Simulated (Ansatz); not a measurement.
`[Cl][SnH2][Si](Cl)(Cl)Cl` + `C[SeH]` → `C[Se][SnH2][Cl]` + trichlorosilane  (cleavage of the Sn–Si bond)

Isolated molecules relaxed with PBE0-D4/def2-TZVP in Ansatz; ΔE leaves out vibrations. CCSD(T)/CBS adds triple-zeta CCSD(T) − MP2 to the extrapolated MP2 energy (def2 sets, frozen cores). This one scheme is used for every species. DFT in def2-TZVPP. B3LYP here is the variant with VWN-RPA as its local correlation; programs differ in this. Elements past krypton have def2 core potentials. For Se, Sn outer-core shells are correlated without core-valence functions, which leaves a few kJ/mol of doubt a bond. Scalar relativity is left out up to krypton. One conformer a species, not always the lowest.

Task: Is it downhill or uphill in electronic energy at CCSD(T)/CBS, and by how much? (Best estimate.)

Result: The calculation gave: Downhill: ΔE = -15.1 kcal/mol.

Task: What do these levels give: B3LYP-D4, r2SCANh-D4, CAM-B3LYP-D4, ωB97M-V, RPA@PBE/def2-TZVPP, MP2/CBS(def2)? (Estimate.)

Result: The calculation gave: B3LYP-D4 -13.2, r2SCANh-D4 -14.2, CAM-B3LYP-D4 -13.6, ωB97M-V -14.0, RPA@PBE/def2-TZVPP -13.5, MP2/CBS(def2) -16.2 kcal/mol.

Largest T1 diagnostic among the species: 0.011.

From PBE to PBE0 (25 % exact exchange), in def2-TZVPP and without D4, ΔE moves by −1.0 kcal/mol. In def2-TZVPP, CCSD(T) changes the Hartree–Fock value by +3.4 kcal/mol (the triples alone add +0.2 kcal/mol) and MP2 by +2.3 kcal/mol. The D4 term adds +1.2 kcal/mol with B3LYP and +0.7 kcal/mol with PBE0; it sums over pairs of atoms, weighted by their polarisabilities, and B3LYP, whose exchange is more repulsive, gets the larger term.
